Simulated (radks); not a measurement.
Tl II, configuration [Xe] 4f14 5d10 6p2 (not the ground configuration).

Method: Dirac Kohn-Sham, PBE, spin-unpolarised, spherical densities, finite nucleus; open shells are shared between the two j in proportion to 2j + 1; Fermi nuclear charge, rms radius 5.4759 fm; computed with a radial shooting solver on a logarithmic mesh with Libxc functionals.

Energy parts (hartree):
total: -20282.7382
kinetic: 23481.6233
electron-nucleus: -51202.4588
Hartree: 7819.6038
exchange-correlation: -381.5064

Orbitals (lengths in bohr, moments of r in powers of bohr; <r^-3> diverges for s and p1/2; r(90%) holds 90 % of the orbital's charge):
1s1/2: occ. 2; eigenvalue (hartree) -3139.999; r(90%) 0.0299; <r> 0.01632; small-component weight 9.51e-02
2s1/2: occ. 2; eigenvalue (hartree) -558.9677; r(90%) 0.107; <r> 0.06808; small-component weight 2.19e-02
2p1/2: occ. 2; eigenvalue (hartree) -536.7720; r(90%) 0.0934; <r> 0.05589; small-component weight 2.20e-02
2p3/2: occ. 4; eigenvalue (hartree) -460.8692; <r^-3> 22400; r(90%) 0.105; <r> 0.06468; small-component weight 1.94e-02
3s1/2: occ. 2; eigenvalue (hartree) -133.7127; r(90%) 0.261; <r> 0.1770; small-component weight 7.35e-03
3p1/2: occ. 2; eigenvalue (hartree) -123.6569; r(90%) 0.252; <r> 0.1674; small-component weight 7.30e-03
3p3/2: occ. 4; eigenvalue (hartree) -106.7829; <r^-3> 5261; r(90%) 0.275; <r> 0.1835; small-component weight 6.55e-03
3d3/2: occ. 4; eigenvalue (hartree) -90.11724; <r^-3> 921.9; r(90%) 0.248; <r> 0.1595; small-component weight 6.44e-03
3d5/2: occ. 6; eigenvalue (hartree) -86.51328; <r^-3> 756.6; r(90%) 0.254; <r> 0.1644; small-component weight 6.24e-03
4s1/2: occ. 2; eigenvalue (hartree) -30.15259; r(90%) 0.562; <r> 0.3916; small-component weight 2.52e-03
4p1/2: occ. 2; eigenvalue (hartree) -25.81119; r(90%) 0.571; <r> 0.3931; small-component weight 2.42e-03
4p3/2: occ. 4; eigenvalue (hartree) -21.70891; <r^-3> 1284; r(90%) 0.620; <r> 0.4274; small-component weight 2.13e-03
4d3/2: occ. 4; eigenvalue (hartree) -14.60656; <r^-3> 203.4; r(90%) 0.646; <r> 0.4333; small-component weight 1.93e-03
4d5/2: occ. 6; eigenvalue (hartree) -13.84108; <r^-3> 163.1; r(90%) 0.662; <r> 0.4444; small-component weight 1.86e-03
5s1/2: occ. 2; eigenvalue (hartree) -5.19981; r(90%) 1.25; <r> 0.8782; small-component weight 6.61e-04
4f5/2: occ. 6; eigenvalue (hartree) -4.67414; <r^-3> 35.23; r(90%) 0.740; <r> 0.4645; small-component weight 1.49e-03
4f7/2: occ. 8; eigenvalue (hartree) -4.50514; <r^-3> 33.41; r(90%) 0.751; <r> 0.4710; small-component weight 1.46e-03
5p1/2: occ. 2; eigenvalue (hartree) -3.74242; r(90%) 1.36; <r> 0.9417; small-component weight 5.74e-04
5p3/2: occ. 4; eigenvalue (hartree) -2.99973; <r^-3> 228.4; r(90%) 1.50; <r> 1.035; small-component weight 4.84e-04
5d3/2: occ. 4; eigenvalue (hartree) -1.01171; <r^-3> 22.69; r(90%) 2.03; <r> 1.336; small-component weight 2.94e-04
5d5/2: occ. 6; eigenvalue (hartree) -0.92889; <r^-3> 17.59; r(90%) 2.12; <r> 1.386; small-component weight 2.74e-04
6p1/2: occ. 0.666667; eigenvalue (hartree) -0.41036; r(90%) 4.26; <r> 2.867; small-component weight 6.18e-05
6p3/2: occ. 1.33333; eigenvalue (hartree) -0.34905; <r^-3> 18.35; r(90%) 4.74; <r> 3.201; small-component weight 4.91e-05

The highest occupied level is 6p3/2 at -9.498 eV. The density falls to 0.001 e/bohr^3 at r = 4.50 bohr. The electron density at the nucleus is 2.523e+06 e/bohr^3.
